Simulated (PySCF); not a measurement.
## Magnesium: a sound run and one with changed settings

Sound run: Mg⁺ [Ne] 3s1, Mg²⁺ [Ne]. Computed with PySCF 2.14 in def2-TZVP, with the non-relativistic Hamiltonian (point nucleus). The sound run starts from symmetry-adapted Hartree-Fock orbitals and uses a fine grid where one is needed.

Changed run: 26 angular points. This setting is unsound on purpose.

| species | method | sound run (hartree) | changed run (hartree) | converged |
| --- | --- | --- | --- | --- |
| Mg⁺ | UHF | -199.36368 | -199.36368 | yes |
| Mg⁺ | BP86 | -199.79863 | -199.79863 | yes |
| Mg⁺ | MN15 | -199.69818 | -199.69818 | yes |
| Mg²⁺ | UHF | -198.82301 | -198.82301 | yes |
| Mg²⁺ | BP86 | -199.23905 | -199.23905 | yes |
| Mg²⁺ | MN15 | -199.15714 | -199.15714 | yes |

Ionisation energy of Mg⁺:

```
method  sound run (eV)  changed run (eV)
   UHF          14.712            14.712
  BP86          15.227            15.227
  MN15          14.723            14.723
```

Here the setting changes nothing at the digits shown.

For comparison, NIST gives 15.035 eV between the lowest levels.
